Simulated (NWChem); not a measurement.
GaNH4O2; SMILES [NH2][Ga]([OH])[OH]

```xyz
8

Ga     0.0187    -0.0098     0.0233
O     -1.3201    -1.2216     0.0328
H     -2.1831    -0.7987    -0.0949
O      1.6843    -0.6852    -0.0357
H      1.6435    -1.6524    -0.1003
N     -0.2143     1.8117    -0.0682
H      0.6183     2.3498     0.1525
H     -1.0097     2.1983     0.4293
```
Atoms are numbered in this order, from 1.

STO-3G and 3-21G are far too small for this property and stand as cheap habits. All runs use the structure optimised with B3LYP/6-31G* (spherical d).

**Question.** Give the principal values of the shielding tensors (ppm) of Ga1, O2, O4, N6 from Hartree-Fock/STO-3G, GIAO (NWChem), with their diamagnetic and paramagnetic parts as GIAO splits them.

**Answer.** 
```json
[
 {"atom": "Ga1", "σ11": "936.2", "σ22": "1302.5", "σ33": "1683.6", "isotropic": "1307.5", "diamagnetic": "2611.8", "paramagnetic": "-1304.3"},
 {"atom": "O2", "σ11": "298.1", "σ22": "421.9", "σ33": "508.1", "isotropic": "409.4", "diamagnetic": "374.7", "paramagnetic": "34.6"},
 {"atom": "O4", "σ11": "305.8", "σ22": "427.4", "σ33": "504.8", "isotropic": "412.7", "diamagnetic": "374.1", "paramagnetic": "38.6"},
 {"atom": "N6", "σ11": "305.6", "σ22": "342.1", "σ33": "369.9", "isotropic": "339.2", "diamagnetic": "309.0", "paramagnetic": "30.2"}
]
```
